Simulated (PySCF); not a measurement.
SMILES CCC[SiH2]C(=O)O, singlet (GFN2-xTB optimised geometry):

```
17

C     -1.271    -2.763     0.883
C      0.046    -2.545     0.152
C      0.680    -1.194     0.483
Si    -0.356     0.314    -0.026
C      0.804     1.843     0.000
O      2.010     1.843     0.000
O      0.100     2.982     0.000
H     -2.010    -2.031     0.565
H     -1.661    -3.757     0.680
H     -1.130    -2.664     1.957
H      0.741    -3.343     0.426
H     -0.125    -2.613    -0.924
H      1.653    -1.130    -0.011
H      0.883    -1.156     1.556
H     -1.461     0.635     0.882
H     -0.856     0.202    -1.402
H      0.691     3.757    -0.003
```

Calculation: PBE0/def2-SVP (PySCF 2.14.0).

Task: What are the frontier orbital energies and the dipole moment?

Result: HOMO-2 -9.14 eV, HOMO-1 -8.62 eV, HOMO -7.53 eV, LUMO -0.27 eV, LUMO+1 1.08 eV; dipole moment 1.11 D.

Meta-Löwdin charges at PBE0/def2-SVP: C1 -0.30, C2 -0.15, C3 -0.40, Si4 0.56, C5 0.31, O6 -0.43, O7 -0.43, H8 0.09, H9 0.10, H10 0.10, H11 0.09, H12 0.09, H13 0.12, H14 0.11, H15 -0.09, H16 -0.09, H17 0.32.
